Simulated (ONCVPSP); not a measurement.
**Before and after: ONCV potential for Fe**

- Element: Fe
- Generator: ONCVPSP 4.0.1
- Type: optimised norm-conserving Vanderbilt (ONCV)
- Functional: LDA (Perdew-Zunger)
- Relativity: scalar-relativistic
- Frozen core: [Ar]
- Valence charge: 8
- Reference configuration: 3d6 4s2
- Partial waves: 4s: rc 1.90 bohr, ncon 4, nbas 7, qcut 4.2 1/bohr, 2 projectors, debl 2.8 Ha; p scattering state at 0.44 Ha: rc 2.00 bohr, ncon 4, nbas 9, qcut 4.5 1/bohr, 3 projectors, debl 1.2 Ha; 3d: rc 1.30 bohr, ncon 3, nbas 8, qcut 13.5 1/bohr, local
- Local potential: the d channel
- Core correction: Teter function, fcfact 5.5, rcfact 1.75

All-electron outer shells of the reference configuration (LDA (Perdew-Zunger), scalar-relativistic, ld1.x):

| shell | level (eV) | outermost node (bohr) | outermost maximum (bohr) |
| --- | --- | --- | --- |
| 3p | -59.93 | 0.30 | 0.72 |
| 3d | -7.75 | – | 0.71 |
| 4s | -5.49 | 1.01 | 2.38 |

Change: s: qcut 3.6; p: qcut 3.9; d: qcut 11.6.

Cutoffs: the cutoffs (Ha) at which the residual kinetic energy of the hardest occupied pseudo-wave falls to 1 and 0.1 mHa per electron; they do not see the model core or the augmentation charge, which bear on the density cutoff. Errors are all-electron minus pseudo energies relative to the spin-unpolarised reference configuration.

Question: What does the change do?

Answer: The potential gets softer (62 Ha and 71 Ha → 52 Ha and 59 Ha); both files keep a bound ghost (p, s); the lowest positive-energy flag moves from p at 3.5 eV to p at 48.5 eV; the number of tests with a reliable result goes from 3 to 4; the errors of the 3 common tests hardly move.

| quantity | base | changed |
| --- | --- | --- |
| cutoff, loose | 62 Ha | 52 Ha |
| cutoff, tight | 71 Ha | 59 Ha |
| loose cutoff by channel | s 4.2 Ha, d 62 Ha | s 4.3 Ha, d 52 Ha |
| bound ghosts | s, p | s, p |
| GHOST(+) flags under 300 eV | p at 3.5 eV, s at 220.6 eV | p at 48.5 eV |
| tests with a reliable result | 3 of 4 | 4 of 4 |
| error for 3d6 4s1, meV [ΔE 8.98 eV] | -47 | -47 |
| error for 3d6 4s0, meV [ΔE 25.47 eV] | -337 | -337 |
| error for 3d5 4s0, meV [ΔE 60.00 eV] | -849 | -854 |
| s: phases at 1.93 bohr within 0.05 rad from the reference energy up to (Ha; the scan ends near 5) | to the end of the scan | 4.1 |
| p: phases at 2.03 bohr within 0.05 rad from the reference energy up to (Ha; the scan ends near 5) | to the end of the scan | to the end of the scan |
| d: phases at 1.32 bohr within 0.05 rad from the reference energy up to (Ha; the scan ends near 5) | 1.7 | 1.4 |
| rms error of d²Exc/dni dnj with the model core, mHa | 4.50 | 4.40 |

 A true bound ghost makes a file unfit for plane-wave use even where its test errors are small: the radial tests pick states by their node count and pass the ghost by.
